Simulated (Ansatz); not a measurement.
Reaction (formal hydrolysis of a Ga–Cl bond): `[F][Ga]([Cl])[O][SiH3]` + H₂O → `[OH][Ga]([F])[O][SiH3]` + HCl

Computed with Ansatz on PBE0-D4/def2-TZVP structures; ΔE is electronic, products minus reactants. CCSD(T)/CBS is the MP2 limit (def2-TZVPP, def2-QZVPP) plus CCSD(T) − MP2 in def2-TZVPP, frozen cores. This one scheme is used for every species. DFT in def2-TZVPP. HSE06 is defined as in plane-wave codes. For Ga outer-core shells are correlated without core-valence functions, which leaves a few kJ/mol of doubt a bond. Scalar relativity is left out up to krypton. Each species was taken in one conformer, which may not be the lowest.

(1) Is it downhill or uphill in electronic energy at CCSD(T)/CBS, and by how much? (Best estimate.)

(2) What do these levels give: PBE0-D4, HSE06-D4, PBE, HSE06, CCSD(T)/def2-TZVPP, MP2/CBS(def2)? (Estimate.)

Largest T1 diagnostic among the species: 0.014.

Answers

(1) The calculation gave: Uphill: ΔE = +55.6 kJ/mol.

(2) Ansatz gave: PBE0-D4 59.6, HSE06-D4 59.8, PBE 53.4, HSE06 58.7, CCSD(T)/def2-TZVPP 51.1, MP2/CBS(def2) 56.2 kJ/mol.

In def2-TZVPP, CCSD(T) changes the Hartree–Fock value by −11.7 kJ/mol (the triples alone add −0.7 kJ/mol) and MP2 by −11.0 kJ/mol. From PBE to PBE0 (25 % exact exchange), in def2-TZVPP and without D4, ΔE moves by +5.1 kJ/mol. At CCSD(T), def2-SVP lies −5.3 kJ/mol from the extrapolated value and def2-TZVPP −4.5 kJ/mol.
